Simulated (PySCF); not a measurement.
Species: C2H5F2NSi.
Structure used (GFN2-xTB), in Å, numbered top down from 1:
```
atom  x, y, z in Å
N1     2.3868    0.9383    0.3728
C2     1.3580    0.2707    0.6465
Si3    0.1012   -0.5325   -0.5471
C4    -1.6530   -0.0915    0.1483
F5    -1.9090    1.2384   -0.0017
F6    -2.6147   -0.7430   -0.5646
H7     2.5644    1.0914   -0.6195
H8     1.1946    0.1265    1.7166
H9     0.1972    0.0252   -1.8938
H10    0.2088   -1.9892   -0.4904
H11   -1.8289   -0.3318    1.2069
```

The calculation used CAM-B3LYP/def2-SVPD in PySCF (dipole) on a GFN2-xTB geometry, gas phase.

Masses are those of the commonest isotopes; rigid-rotor values at the optimised geometry. The values belong to one conformer with, in the numbering `[H]/[N:1]=[CH:2]\[SiH2:3][CH:4]([F:5])[F:6]`, N1–C2–Si3–C4 -135°, C2–Si3–C4–F5 69°.

(1) What are A, B and C (cm⁻¹)?

(2) What kind of rotor is it?

(3) What does the inertial defect say?

(4) Give the other two planar moments, Paa and Pbb, and the rms extents of the mass along the axes.

(5) Where do the levels up to J = 3 lie, in cm⁻¹?

(6) Predict some low-J microwave lines.

(7) Estimate the classical rotational partition function at 50 K, 100 K and 200 K.

Answers

(1) Ia = 84.05, Ib = 348.36, Ic = 400.60 u·Å²; 505379 MHz·u·Å²/I gives 6013, 1451 and 1262 MHz, that is A = 0.20057, B = 0.04839, C = 0.04208 cm⁻¹.

(2) A near-prolate asymmetric top. Ray's parameter κ = (2B − A − C)/(A − C) = -0.920; −1 is the prolate and +1 the oblate limit.

(3) Not planar: Δ = Ic − Ia − Ib = -31.81 u·Å². For a rigid frame Δ = −2 Σ m c², so Σ m c² = 15.90 u·Å² lies off the ab plane: 8.68 from hydrogen and 7.22 from heavier atoms. The atom farthest from that plane is 1.67 Å away.

(4) Paa = Σ m a² = (Ib + Ic − Ia)/2 = 332.46 and Pbb = Σ m b² = (Ia + Ic − Ib)/2 = 68.14 u·Å². With the mass M = 109.02 u, the rms extents √(P/M) along a, b and c are 1.75, 0.79, 0.38 Å.

(5) Above 0(0,0):
J = 1: 1(0,1) 0.0905, 1(1,1) 0.2427, 1(1,0) 0.2490
J = 2: 2(0,2) 0.2712, 2(1,2) 0.4173, 2(1,1) 0.4362, 2(2,1) 0.8928, 2(2,0) 0.8930
J = 3: 3(0,3) 0.5419, 3(1,3) 0.6791, 3(1,2) 0.7170, 3(2,2) 1.1642, 3(2,1) 1.1651, 3(3,1) 1.9410, 3(3,0) 1.9410
Those of J = 1 are B + C, A + C and A + B.

(6) The dipole components are |μa| = 0.34 D, |μb| = 1.66 D, |μc| = 0.49 D. Intensities carry the squares of the components, which stand as 0.04 : 1.00 : 0.09 (a : b : c). Some lines, for components of 0.1 D or more:

```tsv
type	branch	J(Ka,Kc)	MHz	lower level (cm⁻¹)
b	Q	1(1,0) ← 1(0,1)	4752	0.090
b	Q	3(1,2) ← 3(0,3)	5250	0.542
a	R	2(1,1) ← 1(1,0)	5614	0.249
b	R	1(1,1) ← 0(0,0)	7275	0.000
a	R	3(1,3) ← 2(1,2)	7849	0.417
c	Q	3(2,2) ← 3(1,2)	13407	0.717
b	Q	3(2,1) ← 3(1,2)	13436	0.717
b	Q	3(2,2) ← 3(1,3)	14542	0.679
c	R	2(2,1) ← 1(1,1)	19490	0.243
b	R	3(2,2) ← 2(1,1)	21824	0.436
c	R	3(2,1) ← 2(1,1)	21853	0.436
c	R	3(2,2) ← 2(1,2)	22391	0.417
c	Q	3(3,1) ← 3(2,1)	23260	1.165
b	Q	3(3,0) ← 3(2,1)	23260	1.165
c	R	3(3,0) ← 2(2,0)	31419	0.893
b	R	3(3,0) ← 2(2,1)	31425	0.893
```

(7) Point group C1, symmetry number σ = 1; q = (√π/σ)·√((kT/h)³/(ABC)), k/h = 20836.6 MHz/K: 18000 at 50 K, 50800 at 100 K, 144000 at 200 K.

No frequency check. These are rigid-rotor constants of the computed structure; measured ground-state constants (B0) also hold zero-point vibration. Quadrupole hyperfine structure (14N) is left out.

Hardware: an Arm Neoverse V1 with one thread, no GPU, shared host. Cost: 26 s of wall time, 0.73 GiB resident at most. This is the CAM-B3LYP/def2-SVPD job that gave the dipole, with the excitations it also computed.
